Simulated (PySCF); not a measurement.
# Lithium: a sound run and one with changed settings

Sound run: Li⁺ 1s2, Li²⁺ 1s1. Calculation: PySCF 2.14, in aug-cc-pVDZ (4s3p2d, 23 functions); no relativity, point nucleus. The sound run starts from symmetry-adapted Hartree-Fock orbitals and uses a fine grid where one is needed.

Changed run: radial step 0.8 in ln r (0.13 in the sound run). This setting is unsound on purpose.

```csv
species,method,sound run (hartree),changed run (hartree),converged
Li⁺,UHF,-7.23612,-7.23612,yes
Li⁺,PBE,-7.25553,-7.25731,yes
Li⁺,r2SCAN,-7.28100,-7.28412,yes
Li²⁺,UHF,-4.44934,-4.44934,yes
Li²⁺,PBE,-4.44089,-4.44168,yes
Li²⁺,r2SCAN,-4.45091,-4.45253,yes
```

Ionisation energy of Li⁺:

```tsv
method	sound run (eV)	changed run (eV)
UHF	75.832	75.832
PBE	76.590	76.617
r2SCAN	77.011	77.052
```

A coarse radial grid mis-integrates the density and the exchange-correlation energy, with errors of either sign; Hartree-Fock needs no grid.

For comparison, NIST gives 75.640 eV between the lowest levels.
